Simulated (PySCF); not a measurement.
A GIAO shielding run with PySCF 2.14.0 with density-fitted response routines (density fitting, non-relativistic, gas phase) on SMILES [Si@@H]1(N)O[SiH2]O[Si@@H](CC)O1, C$_{2}$H$_{11}$NO$_{3}$Si$_{3}$:

```
$ OMP_NUM_THREADS=1 python probes_run.py task.json out

{"job": {"kind": "nmr", "xc": "PBE0", "basis": "pcSseg-1"}, "charge": 0, "multiplicity": 1}
C     -2.618633     0.509184     0.068415
C     -2.134273    -0.327999    -1.114648
Si    -0.304172    -0.807989    -0.993836
O     -0.080811    -1.665506     0.373513
Si     0.901065    -1.409429     1.640603
O      1.687717    -0.005802     1.443462
Si     1.610204     1.065371     0.224073
N      3.169977     1.118458    -0.486939
O      0.590070     0.548258    -0.929566
H     -2.047157     1.432427     0.137169
H     -2.490026    -0.042386     0.997176
H     -3.672962     0.761569    -0.039907
H     -2.736648    -1.233427    -1.185008
H     -2.298648     0.224764    -2.039425
H      0.240493    -1.614542    -2.079442
H      1.898525    -2.467603     1.636692
H      0.042874    -1.247931     2.805482
H      1.006249     2.267734     0.785542
H      3.957638     1.296752     0.112735
H      3.273370     1.608774    -1.359126
```

Hardware: 1 thread of an Arm Neoverse N1, shared host. The job also computes population analyses, field gradients, ring-centre shieldings.

Problem. How large is the calculation?

Solution. 96 electrons, 229 basis functions and 1258 auxiliary functions.

Problem. How long does it take, and how much memory does it need?

Solution. 93 s of wall time, with 13 SCF cycles and 4 response iterations; peak memory 1.1 GiB. Times on a shared host scatter by some tens of per cent.
